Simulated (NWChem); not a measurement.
GaHF$_{2}$; SMILES [F][GaH][F]

```xyz
4

Ga     0.0000     0.0000    -0.3178
H      0.0000     0.0000    -1.8679
F     -1.4544     0.0000     0.6510
F      1.4544     0.0000     0.6510
```
Atoms are numbered in this order, from 1.

Results from NWChem. Pople sets run with spherical d functions. Structure relaxed at the B3LYP/6-31G* (spherical d) level. Total energies compare along this basis series because the functional is fixed.

| level | basis functions | energy (Ha) | highest occupied level (eV) | orbital gap (eV) | dipole (D) |
|---|---|---|---|---|---|
| TPSS/3-21G | 42 | -2114.6611 | -7.76 | 6.35 | 1.78 |
| TPSS/6-31G* | 62 | -2124.9269 | … | … | … |
| TPSS/6-311G** | 86 | -2125.2401 | -8.76 | 6.78 | 2.31 |

What belongs in the gaps?


- TPSS/6-31G*, highest occupied level (eV): -8.53
- TPSS/6-31G*, orbital gap (eV): 6.70
- TPSS/6-31G*, dipole (D): 2.11
